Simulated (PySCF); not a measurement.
Working out the excitation energy of Ge

Ge [Ar] 3d10 4s2 4p2 (3P) → Ge [Ar] 3d10 4s2 4p1 5s1 (3P). All numbers are calculated (PySCF 2.14, a scalar-relativistic core potential, in aug-cc-pwCVDZ-PP with ECP10MDF). Frozen: nothing. Energies in hartree (1 hartree = 27.21139 eV):

```json
{"part": "UHF", "Ge (lower)": "-293.342075", "Ge (upper)": "-293.173105"}
{"part": "MP2 opposite-spin", "Ge (lower)": "-0.291076", "Ge (upper)": "-0.290572"}
{"part": "MP2 same-spin", "Ge (lower)": "-0.146206", "Ge (upper)": "-0.143790"}
```

What does Hartree-Fock give?

(-293.173105) − (-293.342075) = 0.168970 hartree = 4.598 eV.

What do MP2 and SCS-MP2 (6/5 opposite-spin, 1/3 same-spin) give?

The opposite-spin parts differ by 0.014 eV and the same-spin parts by 0.066 eV. MP2: 4.598 + (0.014) + (0.066) = 4.678 eV. SCS-MP2: 4.598 + 1.2 × (0.014) + (0.066)/3 = 4.637 eV.

Measured between the centres of the two terms (NIST): 4.648 eV, so MP2 (valence and next inner shell) is off by 0.030 eV.

A double-zeta basis recovers only part of the correlation energy.

What remains against the reference includes basis incompleteness and correlation beyond second order.
